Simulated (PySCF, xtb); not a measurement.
[(E)-but-2-enyl]silane (C₄H₁₀Si), SMILES C/C=C/C[SiH3].

GFN2-xTB (xtb) at its own geometry gives an orbital gap of 4.67 eV and a dipole moment of 0.10 D.

Geometry optimised at r2SCAN-D4/def2-SVP. One conformer was computed; it need not be the lowest.

What does B3LYP/def2-TZVP in PySCF give? (An estimate is asked for; the answer gives what the named calculation found.)

gap 6.62 eV (levels -6.55 and 0.06 eV), dipole 0.72 D.
